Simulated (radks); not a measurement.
All-electron atom: Mo4+ in [Kr] 5p2 (not the ground configuration). All-electron calculation, non-relativistic Kohn-Sham, PW91, spin-polarised, spherical densities, point nucleus; open shells are filled with parallel spins first (spin-orbit coupling, left out, can overturn this in heavy ions); relativity is left out, which matters for an element this heavy. Program: a radial shooting solver on a logarithmic mesh with Libxc functionals.

Radial electron density D(r) = 4 pi r^2 rho(r):

```
   r/bohr * D(r) (the largest magnitude, 64.7, reaches the edge; | marks zero)
 0.003701 |     *
 0.004897 |        *
 0.006479 |            *
 0.008573 |                   *
  0.01134 |                          *
  0.01501 |                                   *
  0.01986 |                                         *
  0.02649 |                                           *
  0.03505 |                                         *
  0.04637 |                                     *
  0.06135 |                                      *
  0.08118 |                                               *
   0.1074 |                                                      *
   0.1421 |                                                 *
   0.1895 |                                    *
   0.2508 |                                   *
   0.3318 |                                         *
   0.4391 |                                  *
   0.5809 |                 *
   0.7686 |         *
    1.017 |        *
    1.356 |    *
    1.795 | *
    2.375 |*
    3.142 |*
    4.157 *
    5.501 *
    7.278 *
```

D(r) has 3 maxima, at r = 0.0261, 0.112, 0.345 bohr, and minima at 0.0515, 0.224 bohr, inside which lie 2.05, 11.17 electrons.
